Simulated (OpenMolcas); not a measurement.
# Co4+: effect of the IPEA shift

```json
{
  "Program": "OpenMolcas 26.06",
  "Basis": "ANO-L-VTZP [6s5p3d2f1g]",
  "Scalar Hamiltonian": "non-relativistic, point nucleus",
  "Active space": "5 electrons in 5 orbitals (3d)",
  "State averaging": "2S+1 = 6 even, 1 root; 2S+1 = 4 even, 24 roots; 2S+1 = 2 even, 75 roots",
  "Spin-orbit coupling": "state interaction with AMFI integrals over the reference wave functions, term energies averaged over their components"
}
```

Methods on the same reference wave functions:
A. CASSCF
B. MS-CASPT2, IPEA 0.25 Eh, imaginary shift 0.1 Eh (closed shells correlated: 3s 3p)
C. MS-CASPT2, IPEA 0.5 Eh, imaginary shift 0.1 Eh (closed shells correlated: 3s 3p)

Energies in eV above 3d⁵ ⁶S_5/2, the measured ground level; measured values from Sugar and Corliss, J. Phys. Chem. Ref. Data 10, 1097 (1981).

```json
{"Level": "3d⁵ ⁶S_5/2", "A": "0.0000", "B": "0.0000", "C": "0.0000", "Measured": "0.0000"}
{"Level": "3d⁵ ⁴G_5/2", "A": "5.2126", "B": "4.789", "C": "4.792", "Measured": ""}
{"Level": "3d⁵ ⁴G_7/2", "A": "5.2184", "B": "4.795", "C": "4.799", "Measured": ""}
{"Level": "3d⁵ ⁴G_11/2", "A": "5.2199", "B": "4.797", "C": "4.801", "Measured": "4.6144"}
{"Level": "3d⁵ ⁴G_9/2", "A": "5.2218", "B": "4.799", "C": "4.803", "Measured": ""}
{"Level": "3d⁵ ⁴P_5/2", "A": "5.9870", "B": "5.267", "C": "5.285", "Measured": "5.0528"}
{"Level": "3d⁵ ⁴P_3/2", "A": "6.0030", "B": "5.284", "C": "5.302", "Measured": "5.0698"}
{"Level": "3d⁵ ⁴P_1/2", "A": "6.0221", "B": "5.304", "C": "5.322", "Measured": "5.0863"}
{"Level": "3d⁵ ⁴D_7/2", "A": "6.4799", "B": "5.738", "C": "5.750", "Measured": "5.5432"}
{"Level": "3d⁵ ⁴D_1/2", "A": "6.4983", "B": "5.758", "C": "5.770", "Measured": "5.5678"}
{"Level": "3d⁵ ⁴D_3/2", "A": "6.5130", "B": "5.773", "C": "5.785", "Measured": ""}
{"Level": "3d⁵ ⁴D_5/2", "A": "6.5165", "B": "5.777", "C": "5.788", "Measured": ""}
{"Level": "3d⁵ ²I_11/2", "A": "7.4256", "B": "7.007", "C": "7.019", "Measured": ""}
{"Level": "3d⁵ ²I_13/2", "A": "7.4395", "B": "7.024", "C": "7.036", "Measured": ""}
{"Level": "3d⁵ ²D_5/2(1) [65 %]", "A": "8.3085", "B": "7.382", "C": "7.424", "Measured": "7.0773"}
{"Level": "3d⁵ ²D_3/2(1)", "A": "8.4218", "B": "7.478", "C": "7.519", "Measured": "7.1692"}
{"Level": "3d⁵ ²F_7/2(1)", "A": "8.6007", "B": "7.718", "C": "7.758", "Measured": "7.3715"}
{"Level": "3d⁵ ⁴F_9/2", "A": "8.7247", "B": "7.839", "C": "7.850", "Measured": "7.5420"}
{"Level": "3d⁵ ⁴F_7/2", "A": "8.7382", "B": "7.851", "C": "7.863", "Measured": "7.5598"}
{"Level": "3d⁵ ⁴F_3/2", "A": "8.7775", "B": "7.886", "C": "7.899", "Measured": ""}
{"Level": "3d⁵ ²H_9/2 [73 %]", "A": "9.1070", "B": "8.372", "C": "8.408", "Measured": "8.0270"}
{"Level": "3d⁵ ²H_11/2", "A": "9.1594", "B": "8.457", "C": "8.492", "Measured": "8.0942"}
{"Level": "3d⁵ ²G_7/2(1)", "A": "9.4222", "B": "8.540", "C": "8.582", "Measured": "8.2113"}
{"Level": "3d⁵ ²G_9/2(1) [72 %]", "A": "9.4669", "B": "8.614", "C": "8.654", "Measured": "8.2772"}
```

Deviations, from unrounded energies. A percentage is the sum of absolute deviations over the sum of measured energies, with the sign that they share, or ± where signs differ.

| Against measurement | Levels | A | B | C |
| --- | --- | --- | --- | --- |
| mean absolute deviation (cm-1) | 15 | 8500 | 2200 | 2400 |
| other terms of the ground configuration (%) | 15 | +15.9 | +4.1 | +4.5 |

B lies closest to measurement on these levels and A furthest from it. The largest miss of B in the table is 3d⁵ ²H_11/2, by +2900 cm-1. The ranking rests on the paired levels alone, and a cruder setting can come out closer through cancelling errors.

Between B and C the level of the table that moves most is 3d⁵ ²D_5/2(1) [65 %], by 340 cm-1 (lowest in B, highest in C). Moves below CASPT2's spread within the term are not significant.

The mean deviations of B to C differ by less than CASPT2's widest spread within a term (1000 cm-1), so their order carries little weight.

From A to B the spin-free energies of the other terms of 3d⁵ shown, above ⁶S, scale by factors of 0.88 to 0.94, as is usual when dynamic correlation screens the repulsion within a d or f shell.

The lowest spin-free term lies below A's lowest term by 0.344 hartree in B, 0.336 hartree in C.

CASPT2 does not keep the components of a term degenerate, so their means are used; among the terms shown or strongly mixed into the levels shown the widest spread is 1000 cm-1 (3d⁵ ⁴F, C). Without dynamic correlation excited terms often stand tens of per cent too high (terms of higher spin than the ground term too low), and those without a measured partner can miss by more than the paired ones (holds for A). Some levels mix across a computed gap that differs much from the measured one, so their mixing is not that of the real levels (holds for A). Blocks of more than 70 roots (2S+1 = 2 even) ran without multistate coupling (holds for B; C). The CASPT2 spread within a term exceeds the gap to the next term for 3d⁵ ²F(1) and 3d⁵ ⁴F, so the order of their levels is uncertain, and so are names and mixing where such terms share a J (holds for C). Measured partners are found by configuration, term and J. A level has none where our copy of the source lacks it or the pairing is in doubt (some pairs that miss far off the trend of their configuration count as doubtful), and it then counts in no deviation. Only configurations of the active space appear. The table leaves out levels that lie high or whose names do not pair safely across all columns.

A share in square brackets marks a mixed level and gives the weight of the term that names it, the lowest over the columns. A number in round brackets counts repeated terms of one configuration in the order of the reference energies.
